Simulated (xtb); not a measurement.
Harmonic IR lines of one isomer of C$_{4}$H$_{7}$NSi, unscaled. Method: xtb 6.7.1 with GFN2-xTB.

| wavenumber (cm⁻¹) | relative intensity |
|---|---|
| 488 | 4.7 |
| 551 | 16 |
| 597 | 14 |
| 648 | 4.0 |
| 766 | 41 |
| 784 | 47 |
| 790 | 100 |
| 911 | 4.7 |
| 920 | 3.2 |
| 1251 | 3.6 |
| 2229 | 76 |
| 2285 | 45 |
| 2291 | 87 |
| 2408 | 55 |
| 2941 | 4.6 |
| 2953 | 3.3 |
| 3060 | 11 |
| 3115 | 7.6 |

Question: Which structure gives these lines?
A) `C=C([SiH3])CC#N`
B) `N#C/C=C\C[SiH3]`
C) `C/C(C#N)=C\[SiH3]`
D) `N#C/C=C/C[SiH3]`

Answer: A, `C=C([SiH3])CC#N`
